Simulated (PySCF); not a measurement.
Optical rotation: C₅H₁₀AsBO

Cartesian coordinates in Å; atom numbers follow the order of the lines, from 1:
```xyz
18

C     2.7293    1.4888    0.9154
C     1.7779    1.0720    0.3022
B     0.5685    0.5771   -0.4571
As    1.2984   -1.9816   -0.0888
C    -0.8138    0.4581    0.3141
C    -1.9004    1.4994   -0.0365
O    -2.8171    0.4814   -0.4355
C    -1.8509   -0.5467   -0.2238
H     3.5560    1.8681    1.4451
H     0.5907    0.5517   -1.6309
H     2.7624   -2.2172   -0.2510
H     1.0458   -3.4647   -0.1523
H     1.4507   -2.0679    1.3910
H    -0.6931    0.3714    1.3966
H    -2.2827    2.0902    0.8007
H    -1.6542    2.1663   -0.8687
H    -1.5727   -1.0377   -1.1667
H    -2.2035   -1.3024    0.4879
```

Method: TDDFT wB97X-D/def2-SVPD circular dichroism and optical rotation, one conformer, gas phase (PySCF). Geometry: GFN2-xTB.

The molecule is flexible and this is one conformer; a measurement averages over conformers. The calculation is non-relativistic, which matters for the atoms heavier than Zn. Singlets 11 and 12 lie within 0.01 eV of each other, so their separate moments and overlaps can depend on how they mix.

Stereocentres: B3 S.

Q: Give the optical rotatory dispersion at 633, 589.3, 546, 436, 405, 365, 355 nm.

A: [α] in deg dm⁻¹ (g/mL)⁻¹:
| λ (nm) | origin-invariant length gauge | modified velocity gauge | length gauge (centre of mass) | isotropic polarisability (au) |
| --- | --- | --- | --- | --- |
| 633 | -33.3 | -33.0 | -33.2 | 114.5 |
| 589.3 | -39.5 | -39.1 | -39.4 | 115.1 |
| 546 | -47.7 | -47.2 | -47.6 | 115.9 |
| 436 | -86.6 | -85.5 | -86.3 | 119.4 |
| 405 | -107.2 | -105.7 | -106.8 | 121.0 |
| 365 | -147.8 | -145.3 | -147.2 | 124.1 |
| 355 | -161.8 | -158.9 | -161.1 | 125.1 |

Q: And for the mirror image at 589.3 nm?

A: +39.5 deg dm⁻¹ (g/mL)⁻¹ (origin-invariant length gauge): the same size and the opposite sign.

Q: What is the molar rotation [Φ] = [α]·M/100 of the geometry above at 589.3 nm?

A: With M = 171.87 g/mol, -67.9 deg cm² dmol⁻¹ (origin-invariant length gauge).

The first excitation lies at 4.56 eV (272 nm) with R = -0.1 × 10⁻⁴⁰ esu² cm² (velocity form).
